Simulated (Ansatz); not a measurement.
Correlation energies of C$_{6}$H$_{12}$O (`CCCCC(C)=O`) by basis set

```xyz
19

C    -2.705    0.004    1.076
C    -1.508    0.035    0.143
C    -0.283    0.669    0.785
C     0.925    0.695   -0.131
C     1.567   -0.656   -0.355
C     2.553   -0.742   -1.489
O     1.316   -1.610    0.339
H    -3.576   -0.448    0.596
H    -2.986    1.013    1.394
H    -2.483   -0.576    1.976
H    -1.764    0.589   -0.768
H    -1.261   -0.984   -0.170
H    -0.523    1.693    1.091
H    -0.025    0.117    1.693
H     0.682    1.135   -1.106
H     1.716    1.336    0.282
H     3.229    0.117   -1.491
H     3.119   -1.670   -1.428
H     2.006   -0.718   -2.437
```

Charge 0, multiplicity 1. Geometry: relaxed with PBE0-D4/def2-TZVP. It is one conformer, not always the lowest. Frozen core, restricted reference, Ansatz. CBS rows extrapolate triple and quadruple zeta; past MP2 they add the triple-zeta difference.

```csv
basis,HF (Eh),MP2 corr.,CCSD corr.,(T),CCSD(T) total
def2-SVP,?,-1.02829,?,-0.03443,?
def2-TZVPP,-309.18698,-1.26111,-1.32199,?,?
def2-QZVPP,-309.20135,-1.34409,–,–,–
CBS(def2),-309.20333,?,-1.46644,as TZ,?
```

Task: Fill in the withheld values. (Best estimate.)

Result: Computed: def2-SVP HF (Eh): -308.84073; def2-SVP CCSD corr.: -1.10569; def2-SVP CCSD(T) total: -309.98085; def2-TZVPP (T): -0.05411; def2-TZVPP CCSD(T) total: -310.56308; CBS(def2) MP2 corr.: -1.40556; CBS(def2) CCSD(T) total: -310.72388.
